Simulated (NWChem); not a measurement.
## Basis-set convergence for stibine (H3Sb)

SMILES: [SbH3]
```xyz
4

Sb     0.0006     0.0541     0.0000
H     -0.7203    -0.9130     1.2313
H     -0.7203    -0.9130    -1.2313
H      1.4123    -0.9348     0.0000
```
Charge 0, spin multiplicity 1.

The numbers come from NWChem runs, not from measurements. Structure: optimised with B3LYP/def2-SVP with def2 effective core potentials on Sb, a minimum by its harmonic frequencies.

Quantity: LUMO energy at the level B3LYP.

Effective core potentials replace the inner electrons of Sb; spin-orbit coupling is left out. B3LYP has NWChem's definition, with VWN1-RPA local correlation.

Question: In def2-QZVP the value is -0.52 eV. Among def2-SVP, def2-SVPD, def2-TZVP, def2-TZVPD, def2-TZVPP, which is the smallest basis within 0.2 eV of it?

Answer: def2-SVPD, with 56 functions against 172 (also within reach: def2-TZVP, def2-TZVPD, def2-TZVPP). def2-QZVP isn't the basis-set limit itself, and a small set can land close by cancellation.

| basis | functions | LUMO energy (eV) |
|---|---|---|
| def2-SVP | 41 | -0.23 |
| def2-SVPD | 56 | -0.42 |
| def2-TZVP | 68 | -0.43 |
| def2-TZVPD | 83 | -0.53 |
| def2-TZVPP | 92 | -0.44 |
| def2-QZVP | 172 | -0.52 |
